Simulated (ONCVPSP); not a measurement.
# P: excitation energies, all-electron against ONCV

phosphorus, optimised norm-conserving Vanderbilt (ONCV), made with ONCVPSP 4.0.1 (PBEsol, scalar-relativistic). Core [He], reference 2s2 2p6 3s2 3p2 (charge +1). Waves: 2s+3s: rc 0.90 bohr, ncon 4, nbas 8, qcut 14.1 1/bohr, 2 projectors; 2p+3p: rc 0.90 bohr, ncon 4, nbas 8, qcut 15.4 1/bohr, 2 projectors; d scattering state at 0.09 Ha: rc 0.95 bohr, ncon 3, nbas 8, qcut 10 1/bohr, 2 projectors, debl 0.8 Ha. Local part: polynomial inside 0.85 bohr (lpopt 5, dvloc0 0 Ha). Core correction: Teter function, fcfact 3.5, rcfact 1.7.

Energies are relative to the spin-unpolarised reference configuration 2s2 2p6 3s2 3p2; without spin polarisation the order of configurations can differ from experiment.

```json
{"valence configuration": "2s2 2p6 3s2 3p3", "charge": "0", "ΔE all-electron (eV)": "-9.698", "error AE − PS (meV)": "+0.4"}
{"valence configuration": "2s2 2p6 3s2 3p0", "charge": "+3", "ΔE all-electron (eV)": "48.818", "error AE − PS (meV)": "+6.4"}
{"valence configuration": "2s2 2p6 3s1 3p3", "charge": "+1", "ΔE all-electron (eV)": "9.095", "error AE − PS (meV)": "-0.6"}
```

(1) What are ΔE and the potential's error for 2s2 2p6 3s2 3p1?

Levels in the configuration 2s2 2p6 3s1 3p3:

```tsv
level	all-electron (eV)	pseudo (eV)
2s	-185.671	-185.729
2p	-136.437	-136.500
3s	-23.917	-23.918
3p	-14.775	-14.776
```

Results:

(1) ΔE = 19.112 eV all-electron; the error (AE − PS) is +0.9 meV.
